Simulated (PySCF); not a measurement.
PySCF input for C4H6NO, SMILES O=C1CCC[N]1 (connectivity only; charge and spin as stated), charge -1, multiplicity 1, B3LYP-D3(BJ)/def2-SVPD. Geometry optimised at B3LYP-D3(BJ)/def2-SVPD. The multiplicity is an assumed one; no other spin state was optimised. The isomer is the one that the SMILES or the coordinates give; other isomers of the formula were not compared. One conformer was computed; it need not be the lowest.

```python
import numpy as np
from pyscf import gto, scf, dft, df
from pyscf.hessian import thermo

mol = gto.M(
    atom='''
    O     1.97519384   -0.63791819   -0.45686347
    C     0.77433254   -0.34877703   -0.23143589
    C     0.38807928    1.10642893    0.19378410
    C    -1.04668989    0.94881387    0.69490854
    C    -1.49019426   -0.35398273   -0.03254629
    N    -0.29984763   -1.11937265   -0.31708632
    H     0.45354111    1.76019364   -0.69465574
    H     1.09934932    1.49388459    0.93780701
    H    -1.05085328    0.78340123    1.78517892
    H    -1.70616398    1.80893532    0.48695992
    H    -2.04141638   -0.08923595   -0.96756865
    H    -2.21024008   -0.93312285    0.57852759
    ''',
    basis='def2-SVPD',
    charge=-1,
    spin=0,
    max_memory=1600,
    verbose=3,
)
mf = dft.RKS(mol, xc='b3lyp').density_fit(auxbasis='def2-universal-jkfit')
mf.disp = 'd3bj'
mf.grids.level = 3
mf.conv_tol = 1e-11
mf.max_cycle = 100
mf.kernel()

# [left out here: the lines that compute and print the analytic Hessian (its translational invariance restored by hand, since the grid's response is missing), thermochemistry and intensities]
```

Log of the run:

```
[...]
       3   C                -0.04  0.07  0.07   -0.10 -0.01  0.01    0.03 -0.02  0.05
       4   C                -0.09 -0.12 -0.00    0.06  0.03 -0.00    0.04  0.01 -0.07
       5   N                -0.00  0.01 -0.02   -0.04  0.03  0.02   -0.04  0.05  0.01
       6   H                 0.29  0.05 -0.04    0.12 -0.19 -0.15   -0.15  0.37  0.16
       7   H                 0.11 -0.14 -0.00    0.33 -0.01 -0.18    0.16 -0.37 -0.07
       8   H                 0.14  0.21  0.10   -0.21 -0.19 -0.01   -0.22  0.01  0.05
       9   H                -0.10  0.03  0.07   -0.43 -0.25  0.05    0.05 -0.06 -0.16
      10   H                 0.11  0.09 -0.07   -0.03 -0.08  0.01   -0.14 -0.12  0.00
      11   H                -0.20 -0.29 -0.29    0.11  0.03  0.06    0.19 -0.01  0.10
Mode                                12                  13                  14
Irrep
Freq [cm^-1]                     1073.0953           1143.2534           1176.9632
Reduced mass [au]                   4.1242              1.3688              1.4658
Force const [Dyne/A]                2.7981              1.0541              1.1963
Char temp [K]                    1543.9453           1644.8871           1693.3880
Normal mode                   x     y     z       x     y     z       x     y     z
       0   O                 0.02  0.02  0.01   -0.01  0.00  0.00    0.03 -0.02 -0.01
       1   C                -0.02 -0.08 -0.06    0.00  0.00 -0.02    0.02  0.05  0.00
       2   C                -0.06 -0.01  0.05   -0.00  0.00 -0.01   -0.09  0.01  0.05
       3   C                 0.07  0.05 -0.02    0.01 -0.03  0.06    0.07  0.02  0.01
       4   C                 0.09 -0.09 -0.03   -0.01  0.05 -0.11   -0.05 -0.03 -0.05
       5   N                -0.11  0.11  0.04    0.01 -0.03  0.05    0.02  0.00 -0.00
       6   H                -0.01 -0.12 -0.03    0.27 -0.15 -0.10    0.05 -0.21 -0.08
       7   H                -0.15  0.11  0.08   -0.22  0.14  0.13    0.23 -0.28 -0.11
       8   H                 0.21  0.05 -0.01    0.11  0.26  0.11    0.19  0.15  0.03
       9   H                -0.05 -0.04  0.02   -0.05 -0.11 -0.11   -0.31 -0.30 -0.09
      10   H                 0.12 -0.09 -0.06   -0.43  0.18  0.17   -0.06 -0.03 -0.03
      11   H                 0.07 -0.17 -0.11    0.33 -0.21  0.05   -0.19  0.37  0.18
Mode                                15                  16                  17
Irrep
Freq [cm^-1]                     1212.6612           1248.5033           1285.4820
Reduced mass [au]                   1.2615              1.4129              1.8906
Force const [Dyne/A]                1.0930              1.2976              1.8407
Char temp [K]                    1744.7494           1796.3183           1849.5223
Normal mode                   x     y     z       x     y     z       x     y     z
       0   O                 0.00 -0.00 -0.01   -0.01  0.00 -0.00    0.03 -0.01 -0.01
       1   C                 0.00 -0.01  0.02    0.01  0.02  0.02    0.02  0.06  0.02
       2   C                -0.04  0.02  0.06    0.08 -0.11 -0.02    0.02 -0.02 -0.02
       3   C                -0.00  0.01 -0.10    0.02  0.07 -0.01   -0.07  0.00 -0.00
       4   C                -0.01  0.01  0.02   -0.02 -0.01 -0.02    0.09 -0.11 -0.04
       5   N                 0.01 -0.01  0.02    0.01 -0.01  0.00   -0.08 -0.02  0.01
       6   H                -0.22 -0.00  0.03   -0.41  0.32  0.25    0.02  0.06  0.04
       7   H                 0.34 -0.21 -0.18   -0.15  0.22  0.04   -0.02  0.06 -0.01
       8   H                 0.18 -0.08 -0.12    0.16  0.05 -0.01    0.03 -0.02  0.00
       9   H                -0.02  0.04  0.06   -0.42 -0.25  0.03    0.14  0.18  0.08
      10   H                -0.17  0.45  0.23   -0.08  0.03  0.02   -0.16  0.41  0.22
      11   H                 0.15 -0.38 -0.18   -0.01 -0.01 -0.00   -0.13  0.36  0.17
Mode                                18                  19                  20
Irrep
Freq [cm^-1]                     1296.5404           1388.1522           1448.2876
Reduced mass [au]                   1.3300              3.8121              1.1003
Force const [Dyne/A]                1.3173              4.3280              1.3598
Char temp [K]                    1865.4330           1997.2420           2083.7634
Normal mode                   x     y     z       x     y     z       x     y     z
       0   O                -0.00  0.01  0.00   -0.08  0.03  0.02   -0.01  0.00  0.00
       1   C                -0.01 -0.02  0.00    0.02 -0.15 -0.04    0.00 -0.02 -0.01
       2   C                 0.03  0.01  0.03    0.01  0.01 -0.00   -0.06 -0.04  0.02
       3   C                -0.10 -0.08 -0.02   -0.01 -0.01 -0.01   -0.02  0.01  0.02
       4   C                 0.02  0.04 -0.02   -0.04 -0.05 -0.02   -0.02  0.00 -0.00
       5   N                -0.01  0.00 -0.00    0.12  0.08  0.01    0.01  0.01  0.00
       6   H                -0.17  0.07  0.06   -0.05  0.01 -0.01    0.45  0.28  0.27
       7   H                 0.17 -0.02 -0.08   -0.02  0.01  0.04    0.20  0.40 -0.42
       8   H                 0.55  0.47  0.07   -0.06  0.07  0.01    0.19 -0.21 -0.02
       9   H                 0.13  0.12  0.06    0.02  0.05  0.10    0.06 -0.02 -0.28
      10   H                 0.05 -0.26 -0.11   -0.05  0.25  0.09    0.05  0.03 -0.02
      11   H                 0.04  0.09  0.06   -0.12  0.25  0.15    0.03  0.01  0.06
Mode                                21                  22                  23
Irrep
Freq [cm^-1]                     1466.6008           1485.0798           1665.5971
Reduced mass [au]                   1.1199              1.1080             10.1087
Force const [Dyne/A]                1.4192              1.4398             16.5229
Char temp [K]                    2110.1120           2136.6991           2396.4233
Normal mode                   x     y     z       x     y     z       x     y     z
       0   O                 0.01 -0.01 -0.00    0.01 -0.00 -0.00   -0.11  0.02  0.02
       1   C                -0.01  0.02  0.01   -0.02  0.01  0.00    0.24  0.01 -0.02
       2   C                -0.03 -0.02  0.00    0.03  0.01 -0.00   -0.01 -0.00  0.00
       3   C                 0.05 -0.04 -0.05   -0.03  0.02  0.02   -0.00  0.00  0.00
       4   C                -0.02 -0.01 -0.01   -0.06 -0.02 -0.02   -0.01  0.01  0.01
       5   N                -0.02 -0.00  0.00   -0.01 -0.00 -0.00   -0.07 -0.03 -0.00
       6   H                 0.17  0.10  0.10   -0.13 -0.07 -0.07    0.00 -0.02 -0.02
       7   H                 0.07  0.14 -0.17   -0.06 -0.10  0.13    0.03 -0.06 -0.00
       8   H                -0.36  0.41  0.04    0.16 -0.18 -0.02   -0.00  0.00  0.00
       9   H                -0.11  0.01  0.54    0.03 -0.01 -0.24   -0.02 -0.01  0.00
      10   H                 0.25  0.13 -0.11    0.47  0.29 -0.20    0.07 -0.03 -0.07
      11   H                 0.22 -0.06  0.20    0.40 -0.04  0.45    0.05 -0.06  0.02
Mode                                24                  25                  26
Irrep
Freq [cm^-1]                     2828.9958           2937.4267           2990.6483
Reduced mass [au]                   1.0797              1.0796              1.0617
Force const [Dyne/A]                5.0911              5.4885              5.5947
Char temp [K]                    4070.2951           4226.3030           4302.8770
Normal mode                   x     y     z       x     y     z       x     y     z
       0   O                -0.00 -0.00  0.00    0.00 -0.00  0.00    0.00 -0.00 -0.00
       1   C                 0.00  0.00 -0.00   -0.00 -0.00 -0.00    0.00  0.00 -0.00
       2   C                -0.00 -0.00 -0.00   -0.00  0.00 -0.00    0.01  0.03 -0.02
       3   C                 0.00 -0.00  0.00   -0.00  0.00  0.01    0.03 -0.04 -0.02
       4   C                -0.03  0.02 -0.07    0.05  0.04 -0.04    0.01  0.00 -0.00
       5   N                -0.00  0.00  0.00    0.00 -0.00  0.00   -0.00  0.00 -0.00
       6   H                -0.00  0.00 -0.00   -0.00 -0.01  0.02   -0.02 -0.31  0.44
       7   H                 0.00  0.00  0.01   -0.00  0.00 -0.00   -0.14 -0.07 -0.17
       8   H                 0.00  0.00 -0.03   -0.00  0.02 -0.12    0.01 -0.07  0.38
       9   H                -0.03  0.04 -0.01    0.03 -0.04  0.02   -0.39  0.52 -0.14
      10   H                 0.45 -0.22  0.82    0.00  0.03 -0.04   -0.01  0.01 -0.02
      11   H                -0.03 -0.01 -0.02   -0.60 -0.51  0.53   -0.05 -0.04  0.04
Mode                                27                  28                  29
Irrep
Freq [cm^-1]                     3000.9253           3033.3329           3068.3230
Reduced mass [au]                   1.0674              1.1024              1.0985
Force const [Dyne/A]                5.6636              5.9764              6.0931
Char temp [K]                    4317.6634           4364.2907           4414.6337
Normal mode                   x     y     z       x     y     z       x     y     z
       0   O                -0.00  0.00  0.00   -0.00  0.00  0.00    0.00 -0.00  0.00
       1   C                 0.00 -0.00 -0.00    0.00  0.00 -0.00   -0.00  0.00 -0.00
       2   C                 0.01  0.04 -0.04    0.02  0.01  0.01   -0.05 -0.01 -0.07
       3   C                -0.02  0.02  0.03   -0.03  0.05 -0.07   -0.00  0.01 -0.02
       4   C                -0.01 -0.00  0.00   -0.00  0.00 -0.01    0.00  0.00 -0.00
       5   N                -0.00 -0.00  0.00    0.00 -0.00  0.00    0.00  0.00  0.00
       6   H                -0.04 -0.42  0.59   -0.00 -0.06  0.09   -0.03 -0.19  0.24
       7   H                -0.12 -0.05 -0.14   -0.18 -0.10 -0.20    0.56  0.30  0.59
       8   H                -0.01  0.08 -0.47   -0.00 -0.10  0.68   -0.00 -0.03  0.22
       9   H                 0.22 -0.28  0.08    0.34 -0.45  0.11    0.05 -0.07  0.02
      10   H                 0.01 -0.00  0.01    0.03 -0.01  0.05    0.00 -0.00  0.01
      11   H                 0.06  0.05 -0.05   -0.04 -0.03  0.03   -0.01 -0.01  0.01
temperature 298.1500 [K]
pressure 101325.00 [Pa]
Rotational constants [GHz] 7.38884 3.49841 2.51435
Symmetry number 1
Zero-point energy (ZPE) 0.09573 [Eh]   251345.363 [J/mol]
                           tot       elec      trans        rot        vib
Entropy [J/mol/K]       304.716      0.000    164.020    108.809     31.887
Cv [J/mol/K]             77.904      0.000     12.472     12.472     52.961
Cp [J/mol/K]             86.218      0.000     20.786     12.472     52.961
Internal energy [J/mol]                      3718.434   3718.434 257368.601
Internal energy [Eh]   -285.77003  -285.87089
Enthalpy [J/mol]                             6197.391   3718.434 257368.601
Enthalpy [Eh]          -285.76909
Gibbs free energy [J/mol]                  -42705.213 -28722.870 247861.538
Gibbs free energy [Eh] -285.80369
mode   freq/cm-1   IR/(km/mol)
   1      154.40         1.552
   2      230.20         0.864
   3      478.93         1.725
   4      550.60         5.333
   5      640.30         4.107
   6      701.02        17.794
   7      791.93         1.076
   8      877.25         3.293
   9      884.16         4.012
  10      914.17         3.483
  11      999.46        12.405
  12     1049.38        11.347
  13     1073.10        70.491
  14     1143.25         6.343
  15     1176.96         1.013
  16     1212.66         1.384
  17     1248.50         4.511
  18     1285.48        67.890
  19     1296.54         0.493
  20     1388.15        83.750
  21     1448.29         0.569
  22     1466.60        10.770
  23     1485.08        15.037
  24     1665.60       846.825
  25     2829.00       241.497
  26     2937.43       157.577
  27     2990.65       117.539
  28     3000.93        62.763
  29     3033.33        82.671
  30     3068.32        71.477
max |gradient| / (hartree/bohr): 3.5887600400707196e-05
APT charges: [-1.1073  1.118  -0.022   0.0644  0.528  -0.975  -0.0697 -0.0563 -0.0703
 -0.0937 -0.1842 -0.1319]
```

The run converged.
